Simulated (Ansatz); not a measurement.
The cluster Mg3Te3, relaxed as a quintet with UKS PBE0-D4/def2-SVP in Ansatz, starting from the PBE0-D4/def2-SVP geometry of the neutral singlet. Force threshold 0.02 eV/Å.

In the def2 sets Te takes a core potential; there is no spin–orbit coupling. At PBE0-D4/def2-SVP a singlet of charge 0 lies 3.66 eV below the quintet, each at its own geometry. The structure comes from a short search, and lower isomers may exist.

Start:

```xyz
6

Mg    0.898   -1.722   -0.287
Mg    0.754    1.308    1.254
Mg   -1.647    0.412   -0.963
Te    2.521   -0.622    1.457
Te   -1.154   -1.989   -1.902
Te   -1.372    2.613    0.440
```

```json
{"step": "1", "energy (eV)": "-38201.9878", "largest force component (eV/Å)": "1.479", "SCF passes": "28"}
{"step": "2", "energy (eV)": "-38202.4240", "largest force component (eV/Å)": "0.247", "SCF passes": "47"}
{"step": "3", "energy (eV)": "-38202.4543", "largest force component (eV/Å)": "0.271", "SCF passes": "43"}
{"step": "4", "energy (eV)": "-38202.4961", "largest force component (eV/Å)": "0.197", "SCF passes": "33"}
{"step": "5", "energy (eV)": "-38202.5389", "largest force component (eV/Å)": "0.680", "SCF passes": "70"}
{"step": "6", "energy (eV)": "-38202.6547", "largest force component (eV/Å)": "0.808", "SCF passes": "38"}
{"step": "7", "energy (eV)": "-38202.8351", "largest force component (eV/Å)": "0.444", "SCF passes": "31"}
{"step": "8", "energy (eV)": "-38202.9623", "largest force component (eV/Å)": "0.403", "SCF passes": "31"}
{"step": "9", "energy (eV)": "-38203.0109", "largest force component (eV/Å)": "0.175", "SCF passes": "32"}
{"step": "10", "energy (eV)": "-38203.0305", "largest force component (eV/Å)": "0.084", "SCF passes": "33"}
{"step": "11", "energy (eV)": "-38203.0337", "largest force component (eV/Å)": "0.090", "SCF passes": "32"}
{"step": "13 (rejected)", "energy (eV)": "-38203.0389", "largest force component (eV/Å)": "0.137", "SCF passes": "31"}
{"step": "15", "energy (eV)": "-38203.0509", "largest force component (eV/Å)": "0.059", "SCF passes": "32"}
{"step": "17 (rejected)", "energy (eV)": "-38203.0587", "largest force component (eV/Å)": "0.300", "SCF passes": "33"}
{"step": "19", "energy (eV)": "-38203.0859", "largest force component (eV/Å)": "0.078", "SCF passes": "31"}
{"step": "21", "energy (eV)": "-38203.1441", "largest force component (eV/Å)": "0.191", "SCF passes": "36"}
{"step": "23", "energy (eV)": "-38203.2501", "largest force component (eV/Å)": "0.166", "SCF passes": "34"}
{"step": "25", "energy (eV)": "-38203.2862", "largest force component (eV/Å)": "0.131", "SCF passes": "31"}
{"step": "27", "energy (eV)": "-38203.4519", "largest force component (eV/Å)": "0.357", "SCF passes": "34"}
{"step": "29", "energy (eV)": "-38203.7292", "largest force component (eV/Å)": "0.373", "SCF passes": "33"}
{"step": "31", "energy (eV)": "-38203.9165", "largest force component (eV/Å)": "0.197", "SCF passes": "28"}
{"step": "33", "energy (eV)": "-38203.9644", "largest force component (eV/Å)": "0.061", "SCF passes": "29"}
{"step": "35", "energy (eV)": "-38203.9670", "largest force component (eV/Å)": "0.012", "SCF passes": "31"}
```

Force components are those of the run's own axes.

End:

```csv
atom,x (Å),y (Å),z (Å)
Mg1,0.4774,-2.3059,0.5264
Mg2,0.1966,0.8045,2.2668
Mg3,-0.8495,0.5275,-1.0814
Te4,1.8269,0.2379,-0.1284
Te5,-0.6229,-1.9206,-2.0682
Te6,-1.0286,2.6566,0.4848
```

Bonds formed: Mg3–Te4 (atoms count from 1).

No frequencies were taken in this run, so the end may be a saddle point.

Run time 3.5 min (4 threads of Arm Neoverse V2 on a shared host), peak host memory 0.87 GiB.
